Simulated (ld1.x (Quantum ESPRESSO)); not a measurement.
**PBE TM dataset for Eu (Z = 63), fully relativistic all-electron reference.**

The input file (ld1.x (Quantum ESPRESSO) 7.5):

```
&input
   title='Eu', zed=63., rel=2, dft='PBE', iswitch=3,
   config='[Xe] 4f7 5d0.5 6s1.5 6p0', rel_dist='average',
   nld=7, rlderiv=3.50, eminld=-2.0, emaxld=5.0, deld=0.02
 /
 &inputp
   pseudotype=2, tm=.true., lloc=0,
   nlcc=.true.,
   file_pseudopw='Eu.UPF', file_wfcaegen='ae.wfc', file_wfcncgen='nc.wfc', file_beta='beta', file_chi='chi'
 /
4
6P  2  1   0.00   0.00  3.20  3.20  0.0
5D  3  2   0.50   0.00  2.35  2.35  0.0
4F  4  3   7.00   0.00  1.40  1.40  0.0
6S  1  0   1.50   0.00  3.10  3.10  0.0
 &test
   configts(1)='4f7 5d0.5 6s1.5 6p0'
 /
```

Command:

```bash
ld1.x < Eu.in > Eu.out
```

Output (shortened: banner, matrices, multipoles, cross overlaps and the repeated all-electron block are left out):

```
Program LD1 v.7.5
 classical turning point too close to mesh           4           3           3
 classical turning point too close to mesh           4           3          -4
 classical turning point too close to mesh           5           2           2
 classical turning point too close to mesh           5           2          -3
     --------------------------- All-electron run ----------------------------

     Eu
     dirac relativistic calculation

     atomic number is 63.00
     dft =PBE   lsd =0 sic =0 latt =0  beta=0.20 tr2=1.0E-14
     Exchange-correlation= PBE
                           (   1   4   3   4   0   0   0)
     mesh =1261 r(mesh) = 100.16965 a.u. xmin = -7.00 dx = 0.01250
     1 Ry =  13.60569312 eV, c = 137.03599908

     n l j   nl                  e(Ry)          e(Ha)          e(eV)
     Spin orbit split results
     1 0 0.5 1S 1( 2.00)     -3551.5634     -1775.7817    -48321.4819
     2 0 0.5 2S 1( 2.00)      -582.8861      -291.4430     -7930.5691
     2 1 0.5 2P 1( 2.00)      -552.9391      -276.4696     -7523.1199
     2 1 1.5 2P 1( 4.00)      -505.3077      -252.6538     -6875.0613
     3 0 0.5 3S 1( 2.00)      -128.2367       -64.1183     -1744.7490
     3 1 0.5 3P 1( 2.00)      -115.3137       -57.6568     -1568.9225
     3 1 1.5 3P 1( 4.00)      -105.6039       -52.8019     -1436.8139
     4 0 0.5 4S 1( 2.00)       -25.4276       -12.7138      -345.9598
     4 1 0.5 4P 1( 2.00)       -20.4369       -10.2184      -278.0576
     4 1 1.5 4P 1( 4.00)       -18.2944        -9.1472      -248.9080
     3 2 1.5 3D 1( 4.00)       -83.2612       -41.6306     -1132.8264
     3 2 2.5 3D 1( 6.00)       -81.1487       -40.5743     -1104.0842
     5 0 0.5 5S 1( 2.00)        -3.2342        -1.6171       -44.0041
     5 1 0.5 5P 1( 2.00)        -1.9020        -0.9510       -25.8776
     5 1 1.5 5P 1( 4.00)        -1.6246        -0.8123       -22.1037
     4 2 1.5 4D 1( 4.00)       -10.0842        -5.0421      -137.2028
     4 2 2.5 4D 1( 6.00)        -9.6998        -4.8499      -131.9723
     4 3 2.5 4F 1( 3.00)        -0.1852        -0.0926        -2.5193
     4 3 3.5 4F 1( 4.00)        -0.1400        -0.0700        -1.9044
     5 2 1.5 5D 1( 0.20)        -0.1005        -0.0502        -1.3671
     5 2 2.5 5D 1( 0.30)        -0.0883        -0.0442        -1.2015
     6 0 0.5 6S 1( 1.50)        -0.2523        -0.1262        -3.4329
     6 1 0.5 6P 1( 0.00)        -0.0911        -0.0456        -1.2398
     6 1 1.5 6P 1( 0.00)        -0.0784        -0.0392        -1.0666
     Averaged results
     1 0     1S 1( 2.00)     -3551.5634     -1775.7817    -48321.4819
     2 0     2S 1( 2.00)      -582.8861      -291.4430     -7930.5691
     2 1     2P 1( 6.00)      -521.1848      -260.5924     -7091.0808
     3 0     3S 1( 2.00)      -128.2367       -64.1183     -1744.7490
     3 1     3P 1( 6.00)      -108.8405       -54.4202     -1480.8501
     4 0     4S 1( 2.00)       -25.4276       -12.7138      -345.9598
     4 1     4P 1( 6.00)       -19.0086        -9.5043      -258.6245
     3 2     3D 1(10.00)       -81.9937       -40.9968     -1115.5811
     5 0     5S 1( 2.00)        -3.2342        -1.6171       -44.0041
     5 1     5P 1( 6.00)        -1.7170        -0.8585       -23.3616
     4 2     4D 1(10.00)        -9.8536        -4.9268      -134.0645
     4 3     4F 1( 7.00)        -0.1593        -0.0797        -2.1679
     5 2     5D 1( 0.50)        -0.0932        -0.0466        -1.2678
     6 0     6S 1( 1.50)        -0.2523        -0.1262        -3.4329
     6 1     6P 1( 0.00)        -0.0826        -0.0413        -1.1244

     final scf error:  4.6E-15 reached in  33 iterations

     Etot =  -21704.249503 Ry,  -10852.124752 Ha, -295301.358209 eV

     Ekin =   23603.070594 Ry,   11801.535297 Ha,  321136.135266 eV
     Encl =  -53267.183562 Ry,  -26633.591781 Ha, -724736.953070 eV
     Eh   =    8446.303371 Ry,    4223.151685 Ha,  114917.811686 eV
     Exc  =    -486.439907 Ry,    -243.219953 Ha,   -6618.352091 eV

     normalization and overlap integrals

     s(1S/1S) =  1.000000  <r> =   0.0223  <r2> =    0.0007  r(max) =   0.0142
     s(2S/2S) =  1.000000  <r> =   0.0946  <r2> =    0.0106  r(max) =   0.0806
     s(2P/2P) =  1.000000  <r> =   0.0791  <r2> =    0.0077  r(max) =   0.0612
     s(2P/2P) =  1.000000  <r> =   0.0858  <r2> =    0.0090  r(max) =   0.0668
     s(3S/3S) =  1.000000  <r> =   0.2491  <r2> =    0.0711  r(max) =   0.2304
     s(3P/3P) =  1.000000  <r> =   0.2388  <r2> =    0.0663  r(max) =   0.2164
     s(3P/3P) =  1.000000  <r> =   0.2517  <r2> =    0.0735  r(max) =   0.2275
     s(4S/4S) =  1.000000  <r> =   0.5659  <r2> =    0.3617  r(max) =   0.5256
     s(4P/4P) =  1.000000  <r> =   0.5791  <r2> =    0.3818  r(max) =   0.5323
     s(4P/4P) =  1.000000  <r> =   0.6084  <r2> =    0.4211  r(max) =   0.5595
     s(3D/3D) =  1.000000  <r> =   0.2236  <r2> =    0.0589  r(max) =   0.1817
     s(3D/3D) =  1.000000  <r> =   0.2276  <r2> =    0.0609  r(max) =   0.1863
     s(5S/5S) =  1.000000  <r> =   1.3828  <r2> =    2.1542  r(max) =   1.2298
     s(5P/5P) =  1.000000  <r> =   1.5656  <r2> =    2.7915  r(max) =   1.3592
     s(5P/5P) =  1.000000  <r> =   1.6669  <r2> =    3.1692  r(max) =   1.4288
     s(4D/4D) =  1.000000  <r> =   0.6480  <r2> =    0.4877  r(max) =   0.5666
     s(4D/4D) =  1.000000  <r> =   0.6585  <r2> =    0.5035  r(max) =   0.5737
     s(4F/4F) =  1.000000  <r> =   0.9709  <r2> =    1.3335  r(max) =   0.5882
     s(4F/4F) =  1.000000  <r> =   0.9952  <r2> =    1.4254  r(max) =   0.5956
     s(5D/5D) =  1.000000  <r> =   3.4691  <r2> =   15.5093  r(max) =   2.1584
     s(5D/5D) =  1.000000  <r> =   3.6441  <r2> =   17.1721  r(max) =   2.2409
     s(6S/6S) =  1.000000  <r> =   4.3435  <r2> =   21.5219  r(max) =   3.6487
     s(6P/6P) =  1.000000  <r> =   5.9873  <r2> =   41.4915  r(max) =   4.8640
     s(6P/6P) =  1.000000  <r> =   6.3730  <r2> =   46.9835  r(max) =   5.1134

     ------------------------ End of All-electron run ------------------------

     --------------------- Generating NC pseudopotential ---------------------

      Generating local pot.: lloc=0, matching radius rcloc =   3.1000

      Computing core charge for nlcc:

       r > 2.48 : true rho core
       r < 2.48 : rho core = a sin(br)/r    a=   1.25  b=   1.10

      Integrated core pseudo-charge :   3.57

     Fully relativistic calculation: |psi|^2

     Wfc 6P LC norm =  0.99998839 SC norm =  0.00001129 missing  0.00000032

     Wfc 6P LC norm =  0.99998967 SC norm =  0.00000846 missing  0.00000187

     Wfc 5D LC norm =  0.99995455 SC norm =  0.00004535 missing  0.00000010

     Wfc 5D LC norm =  0.99995859 SC norm =  0.00003843 missing  0.00000298

     Wfc 4F LC norm =  0.99953074 SC norm =  0.00046926 missing  0.00000000

     Wfc 4F LC norm =  0.99954215 SC norm =  0.00045771 missing  0.00000014

      Wfc   6P  rcut= 3.180  Using Troullier-Martins method

      Wfc   6P  rcut= 3.180  Using Troullier-Martins method

      Wfc   5D  rcut= 2.356  Using Troullier-Martins method

      Wfc   5D  rcut= 2.356  Using Troullier-Martins method

      Wfc   4F  rcut= 1.394  Using Troullier-Martins method

      Wfc   4F  rcut= 1.394  Using Troullier-Martins method

     ------------------- End of pseudopotential generation -------------------

 classical turning point too close to mesh           4           3           3
 classical turning point too close to mesh           4           3          -4
 classical turning point too close to mesh           5           2           2
 classical turning point too close to mesh           5           2          -3
     Computing logarithmic derivative in   3.49256
     Computing logarithmic derivative in   3.49256
     Computing the partial wave expansion
       no projector for channel:   0
     R is outside the sphere for l=    1 j= 0.50
     R is outside the sphere for l=    1 j= 1.50
     R is outside the sphere for l=    2 j= 1.50
     R is outside the sphere for l=    2 j= 2.50
     R is outside the sphere for l=    3 j= 2.50
     R is outside the sphere for l=    3 j= 3.50

     ---------------------- Testing the pseudopotential ----------------------

     Eu
     dirac relativistic calculation

     atomic number is 63.00   valence charge is  9.00
     dft =PBE   lsd =0 sic =0 latt =0  beta=0.20 tr2=1.0E-14
     mesh =1261 r(mesh) = 100.16965 xmin = -7.00 dx = 0.01250

     n l  j  nl             e AE (Ry)       e PS (Ry)    De AE-PS (Ry)
     4 3 2.5 4F   1( 3.00)       -0.18517       -0.18514       -0.00003
     4 3 3.5 4F   1( 4.00)       -0.13997       -0.13998        0.00001
     3 2 1.5 5D   1( 0.20)       -0.10048       -0.10048       -0.00001
     3 2 2.5 5D   1( 0.30)       -0.08831       -0.08831        0.00000
     1 0 0.5 6S   1( 1.50)       -0.25231       -0.25231        0.00000
     2 1 0.5 6P   1( 0.00)       -0.09113       -0.09112       -0.00000
     2 1 1.5 6P   1( 0.00)       -0.07840       -0.07840       -0.00000

     eps = 5.4E-15  iter = 15

     Etot =  -21704.249503 Ry,  -10852.124752 Ha, -295301.358209 eV
     Etotps =   -55.235416 Ry,     -27.617708 Ha,    -751.516124 eV

     Ekin =     174.556379 Ry,      87.278189 Ha,    2374.960519 eV
     Encl =     -87.761798 Ry,     -43.880899 Ha,   -1194.060088 eV
     Ehrt =      54.039462 Ry,      27.019731 Ha,     735.244339 eV
     Ecxc =     -14.183968 Ry,      -7.091984 Ha,    -192.982715 eV
     (Ecc =      -2.226782 Ry,      -1.113391 Ha,     -30.296913 eV)
     Epseu=    -181.885491 Ry,     -90.942746 Ha,   -2474.678179 eV

     ---------------------- End of pseudopotential test ----------------------
```

Note: ghost states, extra bound levels that the all-electron valence spectrum of the same l lacks: p1/2 at -4867.9 eV, p3/2 at -103.8 eV. A true bound ghost makes a file unfit for plane-wave use.

Generation and configuration tests took about 3.4 s on one core of a shared server CPU.

Transferability test of the new file with ld1.x, input:

```
&input
   title='Eu', zed=63., rel=2, dft='PBE', iswitch=2,
   config='[Xe] 4f7 5d0.5 6s1.5 6p0', rel_dist='average'
 /
 &test
   file_pseudo='Eu.UPF', nconf=8,
   configts(1)='4f7 5d0.5 6s1.5 6p0',
   configts(2)='4f7 5d0 6s2 6p0',
   configts(3)='4f7 5d0 6s1 6p0',
   configts(4)='4f7 5d0 6s0 6p0',
   configts(5)='4f6 5d1 6s2 6p0',
   configts(6)='4f5 5d0 6s0 6p0',
   configts(7)='4f7 5d1 6s0 6p0',
   configts(8)='4f7 5d0 6s1.5 6p0'
 /
```

```bash
ld1.x < Eu.test.in > Eu.test.out
```

Pseudopotential blocks of its output, shortened (energy terms left out; the distinct warnings before each block abridged to one line each):

```
     ---------------------- Testing the pseudopotential ----------------------

     n l  j  nl             e AE (Ry)       e PS (Ry)    De AE-PS (Ry)
     4 3 2.5 4F   1( 3.00)       -0.18517       -0.18514       -0.00003
     4 3 3.5 4F   1( 4.00)       -0.13997       -0.13998        0.00001
     3 2 1.5 5D   1( 0.20)       -0.10048       -0.10048       -0.00001
     3 2 2.5 5D   1( 0.30)       -0.08831       -0.08831        0.00000
     1 0 0.5 6S   1( 1.50)       -0.25231       -0.25231        0.00000
     2 1 0.5 6P   1( 0.00)       -0.09113       -0.09112       -0.00000
     2 1 1.5 6P   1( 0.00)       -0.07840       -0.07840       -0.00000

     eps = 1.2E-15  iter = 16

     Etot =  -21704.249503 Ry,  -10852.124752 Ha, -295301.358209 eV
     Etotps =   -55.235416 Ry,     -27.617708 Ha,    -751.516124 eV

     ---------------------- End of pseudopotential test ----------------------

          BEWARE! Errors in PS-KS equations
     ---------------------- Testing the pseudopotential ----------------------

     n l  j  nl             e AE (Ry)       e PS (Ry)    De AE-PS (Ry)
     4 3 2.5 4F   1( 3.00)       -0.22497       -0.23628        0.01131  !
     4 3 3.5 4F   1( 4.00)       -0.17970       -0.19092        0.01122  !
     3 2 1.5 5D   1( 0.00)       -0.12269       -0.12414        0.00145
     3 2 2.5 5D   1( 0.00)       -0.10936       -0.11067        0.00131
     1 0 0.5 6S   1( 2.00)       -0.26631       -0.26618       -0.00013
     2 1 0.5 6P   1( 0.00)       -0.09797       -0.09767       -0.00030
     2 1 1.5 6P   1( 0.00)       -0.08394       -0.08371       -0.00023

     eps = 8.2E-15  iter = 18

     Etot =  -21704.327313 Ry,  -10852.163656 Ha, -295302.416859 eV
     Etotps =   -55.312875 Ry,     -27.656437 Ha,    -752.570002 eV
     dEtot_ae =      -0.077809 Ry
     dEtot_ps =      -0.077459 Ry,   Delta E=      -0.000351 Ry

     ---------------------- End of pseudopotential test ----------------------

          BEWARE! Errors in PS-KS equations
     Warning: n=4, l=3 expected 0 nodes, found 1
     ---------------------- Testing the pseudopotential ----------------------

     n l  j  nl             e AE (Ry)       e PS (Ry)    De AE-PS (Ry)
     4 3 2.5 4F   1( 3.00)       -0.67904       -0.68951        0.01047  !
     4 3 3.5 4F   1( 4.00)       -0.63365       -0.64409        0.01044  !
     3 2 1.5 5D   1( 0.00)       -0.53428       -0.53738        0.00311
     3 2 2.5 5D   1( 0.00)       -0.51673       -0.51967        0.00295
     1 0 0.5 6S   1( 1.00)       -0.62654       -0.62794        0.00140
     2 1 0.5 6P   1( 0.00)       -0.40974       -0.41061        0.00087
     2 1 1.5 6P   1( 0.00)       -0.38526       -0.38636        0.00111

     eps = 7.0E-16  iter = 10

     Etot =  -21703.884807 Ry,  -10851.942404 Ha, -295296.396262 eV
     Etotps =   -54.869980 Ry,     -27.434990 Ha,    -746.544113 eV
     dEtot_ae =       0.364696 Ry
     dEtot_ps =       0.365436 Ry,   Delta E=      -0.000740 Ry

     ---------------------- End of pseudopotential test ----------------------

          BEWARE! Errors in PS-KS equations
     ---------------------- Testing the pseudopotential ----------------------

     n l  j  nl             e AE (Ry)       e PS (Ry)    De AE-PS (Ry)
     4 3 2.5 4F   1( 3.00)       -1.21134       -1.23107        0.01973  !
     4 3 3.5 4F   1( 4.00)       -1.16575       -1.18547        0.01972  !
     3 2 1.5 5D   1( 0.00)       -1.01347       -1.02374        0.01027  !
     3 2 2.5 5D   1( 0.00)       -0.99201       -1.00200        0.00999  !
     1 0 0.5 6S   1( 0.00)       -1.02610       -1.03547        0.00938  !
     2 1 0.5 6P   1( 0.00)       -0.75401       -0.76489        0.01088  !
     2 1 1.5 6P   1( 0.00)       -0.71591       -0.72903        0.01313  !

     eps = 5.4E-15  iter = 13

     Etot =  -21703.059015 Ry,  -10851.529508 Ha, -295285.160792 eV
     Etotps =   -54.040132 Ry,     -27.020066 Ha,    -735.253452 eV
     dEtot_ae =       1.190488 Ry
     dEtot_ps =       1.195284 Ry,   Delta E=      -0.004796 Ry

     ---------------------- End of pseudopotential test ----------------------

          BEWARE! Errors in PS-KS equations
     ---------------------- Testing the pseudopotential ----------------------

     n l  j  nl             e AE (Ry)       e PS (Ry)    De AE-PS (Ry)
     4 3 2.5 4F   1( 2.57)       -0.64137       -0.86734        0.22597  !
     4 3 3.5 4F   1( 3.43)       -0.59197       -0.81527        0.22330  !
     3 2 1.5 5D   1( 0.40)       -0.20541       -0.23407        0.02866  !
     3 2 2.5 5D   1( 0.60)       -0.18645       -0.21247        0.02602  !
     1 0 0.5 6S   1( 2.00)       -0.29837       -0.29374       -0.00463
     2 1 0.5 6P   1( 0.00)       -0.11009       -0.10632       -0.00378
     2 1 1.5 6P   1( 0.00)       -0.09333       -0.09278       -0.00055

     eps = 4.8E-15  iter = 15

     Etot =  -21704.081897 Ry,  -10852.040949 Ha, -295299.077807 eV
     Etotps =   -54.964734 Ry,     -27.482367 Ha,    -747.833304 eV
     dEtot_ae =       0.167606 Ry
     dEtot_ps =       0.270682 Ry,   Delta E=      -0.103076 Ry

     ---------------------- End of pseudopotential test ----------------------

          BEWARE! Errors in PS-KS equations
     ---------------------- Testing the pseudopotential ----------------------

     n l  j  nl             e AE (Ry)       e PS (Ry)    De AE-PS (Ry)
     4 3 2.5 4F   1( 2.14)       -3.90518       -4.54395        0.63878  !
     4 3 3.5 4F   1( 2.86)       -3.85089       -4.48349        0.63261  !
     3 2 1.5 5D   1( 0.00)       -2.74864       -2.91294        0.16430  !
     3 2 2.5 5D   1( 0.00)       -2.70822       -2.86621        0.15799  !
     1 0 0.5 6S   1( 0.00)       -2.31947       -2.50229        0.18283  !
     2 1 0.5 6P   1( 0.00)       -1.90827       -2.04794        0.13967  !
     2 1 1.5 6P   1( 0.00)       -1.83200       -2.03532        0.20331  !

     eps = 8.9E-15  iter =  7

     Etot =  -21698.133535 Ry,  -10849.066767 Ha, -295218.146213 eV
     Etotps =   -48.453230 Ry,     -24.226615 Ha,    -659.239773 eV
     dEtot_ae =       6.115969 Ry
     dEtot_ps =       6.782187 Ry,   Delta E=      -0.666218 Ry

     ---------------------- End of pseudopotential test ----------------------

          BEWARE! Errors in PS-KS equations
     ---------------------- Testing the pseudopotential ----------------------

     n l  j  nl             e AE (Ry)       e PS (Ry)    De AE-PS (Ry)
     4 3 2.5 4F   1( 3.00)       -0.55327       -0.53532       -0.01795  !
     4 3 3.5 4F   1( 4.00)       -0.50804       -0.49039       -0.01765  !
     3 2 1.5 5D   1( 0.40)       -0.44953       -0.44879       -0.00075
     3 2 2.5 5D   1( 0.60)       -0.43409       -0.43350       -0.00059
     1 0 0.5 6S   1( 0.00)       -0.56934       -0.57097        0.00162
     2 1 0.5 6P   1( 0.00)       -0.36659       -0.36812        0.00152
     2 1 1.5 6P   1( 0.00)       -0.34503       -0.34632        0.00129

     eps = 6.9E-15  iter = 10

     Etot =  -21703.768441 Ry,  -10851.884221 Ha, -295294.813026 eV
     Etotps =   -54.753118 Ry,     -27.376559 Ha,    -744.954115 eV
     dEtot_ae =       0.481062 Ry
     dEtot_ps =       0.482299 Ry,   Delta E=      -0.001237 Ry

     ---------------------- End of pseudopotential test ----------------------

          BEWARE! Errors in PS-KS equations
     ---------------------- Testing the pseudopotential ----------------------

     n l  j  nl             e AE (Ry)       e PS (Ry)    De AE-PS (Ry)
     4 3 2.5 4F   1( 3.00)       -0.44113       -0.45137        0.01023  !
     4 3 3.5 4F   1( 4.00)       -0.39581       -0.40599        0.01018  !
     3 2 1.5 5D   1( 0.00)       -0.31883       -0.32074        0.00191
     3 2 2.5 5D   1( 0.00)       -0.30329       -0.30506        0.00177
     1 0 0.5 6S   1( 1.50)       -0.44057       -0.44084        0.00027
     2 1 0.5 6P   1( 0.00)       -0.24753       -0.24741       -0.00012
     2 1 1.5 6P   1( 0.00)       -0.22824       -0.22821       -0.00003

     eps = 6.9E-15  iter = 10

     Etot =  -21704.151132 Ry,  -10852.075566 Ha, -295300.019796 eV
     Etotps =   -55.136682 Ry,     -27.568341 Ha,    -750.172778 eV
     dEtot_ae =       0.098372 Ry
     dEtot_ps =       0.098734 Ry,   Delta E=      -0.000363 Ry

     ---------------------- End of pseudopotential test ----------------------
```
